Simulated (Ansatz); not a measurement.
Geometry optimisation, Ansatz, UKS B3LYP/def2-SVP.

The input (input.yaml):

```yaml
crystal:
  periodic: [false, false, false]
  atoms:
    - { symbol: B, position_ang: [0.1855, -1.4237, -0.5441] }
    - { symbol: F, position_ang: [0.6904, -0.909, 0.9713] }
    - { symbol: H, position_ang: [1.0698, -2.029, -1.0025] }
    - { symbol: H, position_ang: [-0.8911, -1.8431, -0.3973] }
    - { symbol: H, position_ang: [-0.33, 0.858, -0.3987] }
    - { symbol: O, position_ang: [0.0403, 0.1067, -1.3663] }
    - { symbol: H, position_ang: [0.1605, 0.1554, 1.1845] }
    - { symbol: "N", position_ang: [-0.4662, 1.287, 0.8606] }
    - { symbol: H, position_ang: [0.9397, 0.3516, -1.5843] }
    - { symbol: H, position_ang: [0.0199, 2.1367, 1.0933] }
    - { symbol: H, position_ang: [-1.4188, 1.3095, 1.1834] }
magnetization:
  spin_polarized: true
basis:
  gaussian: { orbitals: def2-SVP }
hamiltonian:
  xc: b3lyp
relax:
  f_tol: 0.15
  max_steps: 25
  restrain:
    - { distance: [0, 5], at: 1.5, k: 30.0 }
    - { distance: [4, 7], at: 1.02, k: 30.0 }
    - { distance: [6, 1], at: 0.88, k: 30.0 }
    - { distance: [0, 1], at: 2.71, k: 30.0 }
    - { distance: [4, 5], at: 2.27, k: 30.0 }
    - { distance: [6, 7], at: 2.32, k: 30.0 }
```

Run as:

```bash
$ ansatz run input.yaml --threads 2 --pin off --max-ram 3072MiB --backend cpu --events-out ev --progress --plain --runs-dir out
```

**Question.** Where does it end, and by what steps?

**Answer.** It converged. The restraints hold the end off the free minimum. After 10 steps the energy has fallen by 0.590 eV (the restraints' own energy left out); H7 moved furthest, 0.68 Å. Parted: B1–F2. Joined: F2–H7, H5–N8.

```
step  energy less start (eV)  largest force component (eV/Å)  accepted
   0                  0.0000                           3.342       yes
   1                  0.0109                           3.773       yes
   2                  0.1004                           5.283       yes
   3                  0.0210                           2.405       yes
   4                 -0.2487                           1.579       yes
   5                 -0.2924                           2.435       yes
   6                 -0.3992                           2.119       yes
   7                 -0.5336                           2.131       yes
   8                 -0.5681                           2.369       yes
   9                 -0.5832                           2.165       yes
  10                 -0.5902                           2.139       yes
```

```xyz
11
Properties=species:S:1:pos:R:3
B 0.123 -1.531 -1.045
F 1.059 -1.034 1.445
H 1.036 -2.292 -1.245
H -0.944 -1.854 -0.595
H -0.581 1.379 -0.034
O 0.232 -0.176 -1.474
H 0.579 -0.258 1.535
N -0.660 1.596 0.961
H 1.113 0.004 -1.828
H -0.299 2.540 1.100
H -1.656 1.626 1.180
```

Whether the end is a true minimum wasn't checked by a vibrational analysis.

Time of the run: 34 s on 2 threads of Arm Neoverse V1, with other jobs on the host, peak memory 0.23 GiB.
